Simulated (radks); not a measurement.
Problem. The mean radii <r> (bohr) of the occupied orbitals of an atom or ion are listed with their occupations. Method: Dirac Kohn-Sham, BLYP, spin-unpolarised, spherical densities, finite nucleus; Fermi nuclear charge, rms radius of each element as measured or else 0.836 A^(1/3) + 0.57 fm; computed with a radial shooting solver on a logarithmic mesh with Libxc functionals.

| orbital | occ. | <r> |
|---|---|---|
| 1s1/2 | 2 | 0.01602 |
| 2s1/2 | 2 | 0.06510 |
| 2p1/2 | 2 | 0.05313 |
| 2p3/2 | 1 | 0.06147 |

Name the element and its charge. Open shells, if any, fill j = l - 1/2 first.

Solution. Z = 82, lead, charge +75: Pb75+ in [He] 2s2 2p3. The 1s radius gives Z: for a bare nucleus <r> = (2 gamma + 1)/(2Z) with gamma = sqrt(1 - (Z/c)^2), 0.01587 bohr for Z = 82, and screening makes it slightly larger (0.01602 here). The occupations add up to 7, and the charge is Z minus that.
